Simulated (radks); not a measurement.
Results of a calculation; reference values are marked as such.
Valence configurations of P II (all share [Ne]). Level of theory: scalar-relativistic Kohn-Sham, PBE, spin-unpolarised, spherical densities, point nucleus (a radial shooting solver on a logarithmic mesh with Libxc functionals). Energies are relative to 3s2 3p2; eigenvalues in eV.

| valence | E (eV) | e(3p) | e(3s) |
|---|---|---|---|
| 3s2 3p2 | 0.000 | -14.215 | -23.287 |
| 3s1.5 3p2.5 | 4.548 | -14.518 | -23.639 |
| 3s1 3p3 | 9.120 | -14.811 | -23.978 |
| 3p4 | 18.332 | -15.369 | - |

NIST lists [Ne] 3s2 3p2 as the ground configuration; this level of theory agrees among the configurations tried. The energies are those of spherical spin-averaged densities, not of single terms.
